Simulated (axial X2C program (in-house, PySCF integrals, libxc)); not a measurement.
# Potential curves of BaS⁺, 2c

All values were computed with an axial X2C code built on PySCF integrals. Two-component (2c) means X2C with spin–orbit coupling and atomic mean-field two-electron Coulomb and Gaunt terms. Basis: Ba dyall-cv3z [14s14p9d5f1g], S dyall-av3z [9s8p3d2f] (cores contracted in-house); Gaussian nuclei, density fitting, unrestricted open shells. Masses: Ba 137.905 u, S 31.972 u.

State: Ω = 3/2 (⟨Sz⟩ = 0.50, ⟨Lz⟩ = 1.00 at HF). Energies in kJ/mol from the fragments at the same level (Ba+ + S). Fits are polynomials in 1 − R0/R over 0.85 to 1.23 times the lowest point R0.

```
 R (Å)       HF     PW91      MP2     PBE0
2.3655   -66.41  -248.57  -194.09  -237.55
2.4743  -125.12  -293.96  -244.21  -283.09
2.5559  -153.03  -313.61  -266.63  -302.61
2.6374  -170.20  -323.86  -279.06  -312.53
2.7190  -178.92  -326.86  -283.68  -315.04
2.8142  -180.80  -323.38  -281.49  -310.83
2.9093  -175.93  -314.43  -273.24  -300.98
3.0317  -162.58  -297.40  -256.37  -282.59
3.1812  -139.16  -271.53  -229.75  -254.80
3.3987   -97.70  -229.76  -185.31  -209.73
```

Correlated methods: 15 electrons correlated (number of frozen shells: Ba 4 s, 3 p, 2 d; S 2 s, 1 p), 297 virtual spin orbitals or spinors in MP2.

The state is one determinant whose occupation by symmetry is held fixed; it was picked as the lowest of a PBE0 search that is not exhaustive. De is counted from the lowest determinant-based energies of the atoms at the same level, without counterpoise correction. Density functionals use the spin component along the axis (collinear). In 2c an atomic determinant is not the ground J level, so De misses part of the atomic spin–orbit lowering. This holds for PW91, PBE0. PBE0 can misorder states that lie within some tenths of an eV, so this need not be the ground state of the molecule. The nearest other 2c determinant of the search, Ω = 1/2, lies 0.05 eV up at the distance of the search. The functionals have no current-density term, which raises determinants with orbital currents, atoms included. At some level and bond length an empty orbital lies below a filled one. MP2 and coupled cluster on one determinant become unreliable at the stretched end.

**Question.** Fit the HF curve near its minimum: give the equilibrium distance, the harmonic wavenumber and the well depth.

**Answer.** At HF, 2c: Re = 2.789 Å, ωe ≈ 295 cm⁻¹, De = 1.88 eV to Ba+ + S; Be follows as 0.0835 cm⁻¹.

**Question.** What are Re, ωe and De at the PW91 level?

**Answer.** At PW91, 2c: Re = 2.718 Å, ωe ≈ 301 cm⁻¹, De = 3.39 eV to Ba+ + S; Be follows as 0.0879 cm⁻¹.

**Question.** Fit the MP2 curve near its minimum: give the equilibrium distance, the harmonic wavenumber and the well depth.

**Answer.** At MP2, 2c: Re = 2.737 Å, ωe ≈ 305 cm⁻¹, De = 2.94 eV to Ba+ + S; Be follows as 0.0867 cm⁻¹.

**Question.** Fit the PBE0 curve near its minimum: give the equilibrium distance, the harmonic wavenumber and the well depth.

**Answer.** At PBE0, 2c: Re = 2.710 Å, ωe ≈ 309 cm⁻¹, De = 3.27 eV to Ba+ + S; Be follows as 0.0884 cm⁻¹.
